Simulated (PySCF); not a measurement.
NMR data simulated for an unnamed compound:

¹H NMR (500 MHz, computed): δ 7.51 (m, 2H), 7.32 (d, 2H), 7.26 (t, 1H), 2.37 (s, 3H).

¹³C{¹H} NMR (computed): δ 150.7 (C), 135.3 (CH), 129.3 (CH), 128.9 (CH), 17.7 (CH3).

[PySCF: shielding tensors at B97-2/pcSseg-2 (GIAO); geometry: PBE0-D3(BJ)/def2-TZVP; no solvent model; non-relativistic; a single conformation; averaged over atoms made equivalent by symmetry, fast rotation or ring inversion]

Scale: ¹H (σ = 31.64 ppm) and ¹³C (σ = 185.38 ppm) vs TMS (reference shieldings calculated alike).

Which of these does the molecule contain: an ester, a benzene ring, an S-methyl group, an N-methyl group, a CF3 group?

Results:


- An ester: no.
- A benzene ring: yes.
- An S-methyl group: yes (δC 17.7; δH 2.37 (s)).
- An N-methyl group: no.
- A CF3 group: no.

The data belong to `InChI=1S/C7H8S/c1-8-7-5-3-2-4-6-7/h2-6H,1H3`; they needn't prove each group on their own.

Carbon signals by region: 4 in the sp2 and nitrile region (100–160 ppm), 1 below 50 ppm.

Shifts are as computed. Against solution values, carbons near 30 ppm lie about +3 ppm off and those near 130 ppm about +7 ppm; carbons on S a further +4 ppm. Of 1309 compounds with measured shifts, 239 miss one by over three times the rms of a fit or turn the order of signals round; such compounds aren't used in these exercises. Multiplicities follow the n + 1 count of equivalent neighbours, as no J values were calculated; m marks all less simple cases, F and P coupling included.
